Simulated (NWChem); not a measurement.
Molecule: C₃H₆N₂; SMILES NC=C=CN

```xyz
11

N      2.3632     0.2152     0.3215
C      1.2758    -0.3653    -0.3447
C      0.0000     0.0000    -0.2743
C     -1.2758     0.3653    -0.3447
N     -2.3632    -0.2152     0.3215
H      2.1050     0.8120     1.1116
H      3.1132    -0.4364     0.5655
H      1.5843    -1.1774    -1.0358
H     -1.5843     1.1774    -1.0358
H     -3.1132     0.4364     0.5655
H     -2.1050    -0.8120     1.1116
```
Atoms are numbered in this order, from 1.

Results from NWChem. Geometry: optimised at PBE-D3(BJ)/def2-SVP. Ions are spin-unrestricted doublets at the neutral geometry; other ion states weren't tried.

Problem. Among these, which level gives the lowest value of “−ε(HOMO) (eV)”?
(A) B3LYP/def2-SVP
(B) PBE/def2-SVP
(C) Hartree-Fock/def2-SVP
(D) CAM-B3LYP/def2-SVP

Solution. B, PBE/def2-SVP. Values: PBE/def2-SVP 4.31; B3LYP/def2-SVP 5.28; CAM-B3LYP/def2-SVP 6.81; Hartree-Fock/def2-SVP 8.31
